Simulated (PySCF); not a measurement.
# How methods differ on the ionisation energy of Tc⁺

Tc⁺ [Kr] 4d5 5s1 (7S) → Tc²⁺ [Kr] 4d5 (6S), as a difference of total energies. All numbers are calculated (PySCF 2.14, scalar relativity through the core potential, in aug-cc-pVTZ-PP with one added diffuse shell each of s, p, d, f, g type with ECP28MDF (7s7p6d4f3g, 113 functions)). Correlated levels: valence: 4s2 4p6 frozen. The calculations carry no spin-orbit coupling.

```csv
method,ionisation energy (eV),difference from reference (eV)
UHF,14.242,-1.018
LDA,15.972,+0.712
PBE,15.674,+0.414
PBE0,15.382,+0.122
r2SCAN,15.628,+0.368
B3LYP,15.441,+0.181
LC-wPBE,15.060,-0.200
TPSSh,15.322,+0.062
MP2 (valence),14.828,-0.432
SCS-MP2 (valence),14.437,-0.823
```

Reference: 15.26 eV (semi-empirical (NIST evaluation); NIST Atomic Spectra Database, ionization energies).

Errors of the correlated levels include the incompleteness of this basis and the frozen core.
